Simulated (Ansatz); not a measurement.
Cu₃H₃⁻. The state is a doublet with charge -1. Geometry PBE0-D4/def2-SVPD.

```xyz
6

Cu   -1.241   -0.360   -0.141
Cu    1.100    0.232    0.653
Cu    0.610   -0.019   -1.782
H     1.972    1.097    1.585
H     0.316   -0.853   -0.296
H    -2.756   -0.097   -0.019
```

At PBE-D4/def2-TZVPD, BLYP-D4/def2-TZVPD the highest occupied level of the charge -1 doublet lies above zero (up to 0.25 eV). The electron is either unbound and held by the finite basis, or the level is raised by self-interaction error. Another isomer (doublet) lies 0.26 eV lower at PBE0-D4/def2-TZVPD; other spin states weren't run for this one.

Problem. Estimate the α-spin orbital energies around the gap (eV) in Ansatz with PBE-D4/def2-TZVPD, BLYP-D4/def2-TZVPD, r2SCAN-D4/def2-TZVPD, PBE0-D4/def2-TZVPD, r2SCAN0-D4/def2-TZVPD.

Solution. 
```tsv
orbital	PBE-D4/def2-TZVPD	BLYP-D4/def2-TZVPD	r2SCAN-D4/def2-TZVPD	PBE0-D4/def2-TZVPD	r2SCAN0-D4/def2-TZVPD
HOMO−9	-1.89	-1.80	-2.02	-3.69	-3.82
HOMO−8	-1.71	-1.62	-1.84	-3.67	-3.78
HOMO−7	-1.61	-1.52	-1.74	-3.63	-3.75
HOMO−6	-1.61	-1.51	-1.72	-3.62	-3.74
HOMO−5	-1.53	-1.43	-1.65	-3.57	-3.71
HOMO−4	-1.53	-1.43	-1.65	-3.53	-3.65
HOMO−3	-1.37	-1.27	-1.48	-3.27	-3.40
HOMO−2	-1.30	-1.20	-1.42	-2.65	-2.79
HOMO−1	-1.12	-1.02	-1.20	-2.31	-2.42
HOMO	0.09	0.25	-0.12	-0.53	-0.71
LUMO	1.79	1.94	1.93	2.36	2.44
LUMO+1	2.14	2.31	2.26	2.74	2.80
LUMO+2	2.60	2.76	2.79	3.16	3.28
LUMO+3	3.45	3.57	3.80	3.87	4.11
LUMO+4	3.51	3.59	3.89	3.94	4.17
LUMO+5	3.51	3.61	4.06	3.96	4.29
β HOMO	-1.06	-0.97	-1.14	-2.27	-2.39
β LUMO	0.84	0.80	1.11	1.72	1.77
```
